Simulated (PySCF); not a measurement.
# Working out the ionisation energy of Ir

Ir [Xe] 4f14 5d7 6s2 (4F) → Ir⁺ [Xe] 4f14 5d7 6s1 (5F). Computed with PySCF 2.14 in aug-cc-pVTZ-PP with one added diffuse shell each of s, p, d, f, g type with ECP60MDF (7s7p6d4f3g, 113 functions), with scalar relativity through the core potential. Frozen: 5s2 5p6. Energies in hartree (1 hartree = 27.21139 eV):

| part | Ir (lower) | Ir⁺ (upper) |
| --- | --- | --- |
| UHF | -103.626504 | -103.368062 |
| MP2 opposite-spin | -0.158510 | -0.104203 |
| MP2 same-spin | -0.089514 | -0.082224 |

Question: What does Hartree-Fock give?

Answer: (-103.368062) − (-103.626504) = 0.258442 hartree = 7.033 eV.

Question: What do MP2 and SCS-MP2 (6/5 opposite-spin, 1/3 same-spin) give?

Answer: The opposite-spin parts differ by 1.478 eV and the same-spin parts by 0.198 eV. MP2: 7.033 + (1.478) + (0.198) = 8.709 eV. SCS-MP2: 7.033 + 1.2 × (1.478) + (0.198)/3 = 8.873 eV.

Measured between the centres of the two terms (NIST): 8.926 eV, so MP2 (valence) is off by -0.217 eV.

What remains against the reference includes basis incompleteness, the frozen core and correlation beyond second order.
